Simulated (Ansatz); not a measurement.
Cartesian coordinates in Å:
```
C -1.9187 -0.2561 -0.4938
C -0.7888 0.1432 -1.0581
C 0.1325 1.1323 -0.4382
S 1.8289 0.5306 -0.1898
C 1.5387 -0.7306 1.0646
F 0.7598 -0.2958 2.0600
F 0.9741 -1.8415 0.5901
F 2.7213 -1.0700 1.5797
H -2.2295 0.1163 0.4772
H -2.5699 -0.9728 -0.9793
H -0.4858 -0.2563 -2.0223
H -0.2531 1.5103 0.5093
H 0.2905 1.9903 -1.0995
```

The species carries charge 0 and has multiplicity 1.

(1) List the B3LYP/def2-TZVPP orbital energies in eV (Ansatz). (Estimate.)

## Answers

(1) Ansatz gave: Occupied: -2418.60, -672.84, -672.83, -672.70, -284.26, -278.30, -277.40, -277.05, -216.60, -161.18, -161.08, -160.91, -36.27, -33.85, -33.73, -23.04, -21.39, -19.57, -18.15, -16.64, -16.57, -15.88, -15.11, -13.36, -13.24, -13.20, -12.55, -12.39, -12.10, -11.57, -11.56, -10.93, -10.28, -9.56, -7.79, -7.26. Lowest empty: -0.62, 0.05, 1.25, 1.63, 1.64, 1.97, 2.42, 2.83.

B3LYP here is the variant with VWN-RPA as its local correlation; programs differ in this.
